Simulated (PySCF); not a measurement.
**Simulated characterisation data**

Rapidly exchanging positions averaged, one computed conformer, non-relativistic Hamiltonian, in vacuum. Shielding tensors at PBE0/pcSseg-1 (GIAO); coordinates at the GFN2-xTB level; J couplings at B3LYP/pcJ-1 (spin–dipole term left out of most H,H and C,H couplings); PySCF.

Referencing at the same level of theory: ¹H (σref 31.72) and ¹³C (σref 186.93) against TMS. Multiplet labels drop J under 1 Hz and among equivalent protons, and merge close values. Unscaled 3J(H,H) run several per cent high. Where no couplings were computed, multiplicities follow the n + 1 count of equivalent neighbours, and m marks all less simple cases (inequivalent or close neighbours, rings, F or P nearby). Shifts are as computed. Against solution values, carbons near 30 ppm lie about +3 ppm off and those near 130 ppm about +5 ppm. Of 1211 compounds with measured shifts, 218 miss one by over three times the rms of a fit or turn the order of signals round; such compounds aren't used in these exercises. OH and NH positions are gas-phase values without hydrogen bonding to other molecules.

Compound 1 (C5H5NO). ¹H NMR (400 MHz, computed): δ 8.85 (m, 1H), 6.60 (d, 1H), 5.20 (m, 1H), 5.03 (m, 1H), 4.56 (d, 1H). ¹³C{¹H} NMR (computed): δ 162.2 (CH), 152.1 (CH), 121.9 (C), 105.0 (CH2), 75.5 (CH). Structure: `C(=C/OC=C)/C#N`.

Compound 2 (C10H10). ¹H NMR (400 MHz, computed): δ 6.91 (d, 1H), 6.33 (d, 1H), 5.94 (s, 1H), 3.43 (d, 2H), 1.48 (m, 2H), 1.46 (m, 2H), 1.42 (t, 1H). ¹³C{¹H} NMR (computed): δ 149.1, 146.8, 141.9, 138.7, 87.3, 75.3, 40.7, 23.1, 15.0. Structure: `InChI=1S/C10H10/c1-2-3-9-4-5-10(8-9)6-7-10/h1,4-5,8H,3,6-7H2`.

Compound 3 (C5H5NO). ¹H NMR (400 MHz, computed): δ 8.40 (dd, J = 5.8, 1.6 Hz, 1H), 7.91 (ddd, J = 9.3, 8.1, 1.6 Hz, 1H), 6.95 (dd, J = 8.1, 5.8 Hz, 1H), 6.88 (d, J = 9.3 Hz, 1H), 5.67 (br s, 1H). ¹³C{¹H} NMR (computed): δ 169.4 (C), 154.3 (CH), 145.3 (CH), 120.6 (CH), 111.7 (CH). Structure: SMILES Oc1ccccn1.
